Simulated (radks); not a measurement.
Polarisability of the zinc ion Zn+, [Ar] 3d10 4s1, at imaginary frequency. All-electron calculation, non-relativistic Kohn-Sham, PBE, spin-polarised, spherical densities, point nucleus; open shells are filled with parallel spins first. Program: a radial shooting solver on a logarithmic mesh with Libxc functionals. Response by self-consistent Sternheimer equations with the Hartree and adiabatic LDA kernel.

w (hartree),alpha1(iw) (bohr^3),alpha2(iw) (bohr^5)
0.00266,17.66,76.90
0.0143,17.61,76.81
0.0360,17.34,76.37
0.0697,16.52,74.97
0.118,14.80,71.64
0.186,12.15,65.25
0.280,9.108,55.13
0.413,6.388,42.13
0.605,4.318,28.76
0.892,2.857,17.61
1.35,1.838,9.754
2.12,1.110,4.867
3.59,0.5884,2.103
6.94,0.2391,0.7020
17.5,0.05493,0.1327

Static values: alpha1 = 17.66 bohr^3 (2.617 angstrom^3; uncoupled 24.80), alpha2 = 76.90 bohr^5, alpha3 = 732.0 bohr^7. C6 = 74.41, C8 = 1938, triple-dipole C9 = 895.7 atomic units. One-pole (London) frequency 4 C6 / (3 alpha1^2) = 0.318 hartree, against 0.523 for minus the highest occupied eigenvalue.
